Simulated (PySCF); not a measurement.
Correlation energy of Tl³⁺ (thallium, charge +3)

Starting occupation: [Xe] 4f14 5d10. Computed with PySCF 2.14 in x2c-TZVPall-2c (11s11p9d3f, 110 functions), with X2C-1e with screened-nucleus spin-orbit coupling, Gaussian nucleus. Frozen: [Kr] 4d10 4f14; 18 electrons correlated; the 24 highest virtual spinors left out.

MP2 pair energies summed by pair of shells (mhartree):

```csv
pair,energy,share (%)
5d3/2-5d5/2,-112.03,30.8
5d5/2-5d5/2,-80.87,22.2
5d3/2-5d3/2,-33.98,9.3
5d5/2-5p3/2,-32.74,9.0
5d3/2-5p3/2,-23.06,6.3
5d5/2-5p1/2,-15.14,4.2
5p3/2-5p3/2,-11.06,3.0
5d5/2-5s1/2,-10.68,2.9
5p1/2-5p3/2,-10.27,2.8
5d3/2-5p1/2,-9.95,2.7
5p3/2-5s1/2,-8.28,2.3
5d3/2-5s1/2,-7.22,2.0
5p1/2-5s1/2,-4.02,1.1
5p1/2-5p1/2,-2.67,0.7
5s1/2-5s1/2,-2.27,0.6
```

Total MP2 correlation energy: -364.23 mhartree.

This basis was not built for core-valence correlation, so the inner-shell part is incomplete.
